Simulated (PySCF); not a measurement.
A structure optimised at PBE-D3(BJ)/def2-SVP, used in a PySCF frequency run:

```xyz
11

N      2.4829     1.4263    -0.8393
C      1.8645     0.4545    -1.0908
O      1.1870    -0.6016    -1.3840
Si    -0.1142    -1.1718    -0.3469
Si    -0.9526     0.6634     0.8778
O     -2.3100    -0.0294     1.6019
H      0.4699    -2.2542     0.5149
H     -1.0904    -1.7706    -1.3118
H      0.0627     1.1468     1.8785
H     -1.2907     1.7931    -0.0598
H     -2.7995     0.5392     2.2222
```
Charge 0, spin multiplicity 1.

### Question
Write its SMILES and formula.

### Answer
N#CO[SiH2][SiH2]O, CH5NO2Si2

### Question
What are its rotational constants (standard atomic weights)?

### Answer
4.1468, 1.2939, 1.0162 GHz
